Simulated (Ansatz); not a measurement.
ClFH2HfOS, SMILES `[OH][Hf]([F])([SH])[Cl]` at its PBE0-D4/def2-TZVP geometry, where that method's forces vanish. The species carries charge 0 and has multiplicity 1. Hf: def2 effective core potential.

```xyz
7

O     0.9533    0.0804    1.2016
Hf    0.1748   -0.3124   -0.4790
F     0.3099   -2.1523   -0.9175
S    -2.1997    0.2509   -0.3360
Cl    1.2299    0.9338   -2.1690
H     1.5012    0.1489    1.9778
H    -1.9693    1.0507    0.7222
```

Task: What forces (eV/Å) does ωB97M-V/def2-TZVPP give on these atoms in Ansatz 0.2.0? (Best estimate.)

Result: The calculation gave: 
```
O1   0.101  0.010  0.142
Hf2 -0.058 -0.014 -0.015
F3   0.012 -0.070 -0.014
S4  -0.099  0.055  0.059
Cl5  0.069  0.061 -0.096
H6  -0.026  0.004 -0.018
H7   0.001 -0.047 -0.060
```
